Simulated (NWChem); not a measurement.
The numbers come from NWChem runs, not from measurements. System: sulfur tetrafluoride (F4S), charge 0, spin multiplicity 1, at a geometry optimised with PBE/def2-SVP. Level: MP2/6-31G* (spherical d), 9 core orbitals frozen.

Job file:

```
start mol
memory heap 200 mb stack 900 mb global 1100 mb
geometry units angstroms nocenter noautoz
  F      0.000000     1.242396     0.639768
  S      0.000000     0.000000    -0.389411
  F      1.685546     0.000000    -0.293625
  F     -1.685546     0.000000    -0.293625
  F      0.000000    -1.242396     0.639768
  symmetry group C2v
end
basis spherical
  * library 6-31g*
end
scf
  rhf
  nopen 0
  maxiter 100
  thresh 1e-7
  semidirect memsize 60000000 filesize 0
end
mp2
  freeze core 9
end
task mp2 energy
```

Part of the output:

```
             Northwest Computational Chemistry Package (NWChem) 7.3.0
             --------------------------------------------------------

                                NWChem Input Module
                                -------------------

 Scaling coordinates for geometry "geometry" by  1.889725989
 (inverse scale =  0.529177249)

 Turning off AUTOSYM since
 SYMMETRY directive was detected!

                             Geometry "geometry" -> ""
                             -------------------------

 Output coordinates in angstroms (scale by  1.889725989 to convert to a.u.)

  No.       Tag          Charge          X              Y              Z
 ---- ---------------- ---------- -------------- -------------- --------------
    1 F                    9.0000     0.00000000     1.24239600     0.63976800
    2 S                   16.0000     0.00000000     0.00000000    -0.38941100
    3 F                    9.0000     1.68554600     0.00000000    -0.29362500
    4 F                    9.0000    -1.68554600     0.00000000    -0.29362500
    5 F                    9.0000     0.00000000    -1.24239600     0.63976800

 Effective nuclear repulsion energy (a.u.)     289.4903652699

            Nuclear Dipole moment (a.u.)
            ----------------------------
        X                 Y               Z
 ---------------- ---------------- ----------------
     0.0000000000     0.0000000000    -0.0000037795

      Symmetry information
      --------------------

 Group name             C2v
 Group number             16
 Group order               4
 No. of unique centers     3

      Symmetry unique atoms

     1    2    3


 Summary of "ao basis" -> "" (spherical)
 ------------------------------------------------------------------------------
       Tag                 Description            Shells   Functions and Types
 ---------------- ------------------------------  ------  ---------------------
 *                           6-31g*                   on all atoms

 Summary of "ao basis" -> "ao basis" (spherical)
 ------------------------------------------------------------------------------
[...]
     1   1 0 0      0.000000      0.000000      0.000000
     1   0 1 0     -0.000000      0.000000      0.000000
     1   0 0 1     -0.480269      0.000000     -0.000004

     2   2 0 0    -28.552978      0.000000    182.621285
     2   1 1 0     -0.000000      0.000000      0.000000
     2   1 0 1     -0.000000      0.000000      0.000000
     2   0 2 0    -23.170026      0.000000     99.217954
     2   0 1 1      0.000000      0.000000      0.000000
     2   0 0 2    -22.511152      0.000000     40.515839

                   NWChem MP2 Semi-direct Energy/Gradient Module
                   ---------------------------------------------

  Basis functions       =     74
  Molecular orbitals    =     74
  Frozen core           =      9
  Frozen virtuals       =      0
  Active alpha occupied =     17
  Active beta occupied  =     17
  Active alpha virtual  =     48
  Active beta virtual   =     48
  Use MO symmetry       = T
  Use skeleton AO sym   = T

  AO/Fock/Back tols     =   1.0D-09  1.0D-09  1.0D-09

 GA uses MA = F    GA memory limited = T

 Available:
  local mem=  1.26D+08
 global mem=  1.44D+08
 local disk=  0.00D+00
  mp2_memr nvloc                    48
  nvloc new                    48
   1 passes of  17:        3145728                      31979                   7541938.
   1 passes of  17: M    126153345           G      144168248           F     123007617.

 Semi-direct pass number   1 of   1  for RHF alpha+beta  at        0.9s
  vrange nnbf                  2715
  mp2_eaftype                    28  avail_ma_in_mb                  1099
 EAF : mp2_eaftype filesize          28    3770969.
  mp2_eaf for mointskh                     28
Node 0 wrote     17.7 Mb in      0.0 s     Agg I/O rate:  1129.4 Mb/s
 Done moints_semi at        2.0s
  mp2_eaftype                    28  avail_ma_in_mb                  1071
 EAF : mp2_eaftype filesize          28    3770969.
  mp2_eaf for kh                    28
 Done maket at        2.1s
 Done multipass loop at        2.1s

          -------------------------------------------
          SCF energy                -795.124350269708
          Correlation energy          -0.852648124494
          Singlet pairs               -0.491978436202
          Triplet pairs               -0.360669688292
          Total MP2 energy          -795.976998394202
          -------------------------------------------

          ---------------------------------------------------
                    Spin Component Scaled (SCS) MP2
          Same spin pairs                     -0.240446458861
          Same spin scaling factor             0.333333333333
          Opposite spin pairs                 -0.612201665633
          Opposite spin scaling fact.          1.200000000000
          SCS-MP2 correlation energy          -0.814790818380
          Total SCS-MP2 energy              -795.939141088088
          ---------------------------------------------------

 -----------------------
 Performance information
 -----------------------

 Timer overhead =  1.65D-07 seconds/call

               Nr. of calls         CPU time (s)                 Wall time (s)                GFlops
             ---------------    -------------------     ------------------------------   -------------------
Name         Min   Avg   Max    Min     Avg     Max     Min     Avg     Max   Mx/calls   Min     Max     Sum
mp2: moin     1     1     1    1.2     1.2     1.2      1.2     1.2     1.2     1.2      0.0     0.0     0.0
mp2: make     1     1     1   7.81E-2 7.81E-2 7.81E-2  7.81E-2 7.81E-2 7.81E-2 7.81E-2   0.0     0.0     0.0
mp2: tota     1     1     1    1.3     1.3     1.3      1.3     1.3     1.3     1.3      0.0     0.0     0.0

 The average no. of pstat calls per process was 3.00D+00
 with a timing overhead of 4.94D-07s

 Task  times  cpu:        2.1s     wall:        2.1s

 Total times  cpu:        2.1s     wall:        2.1s
```
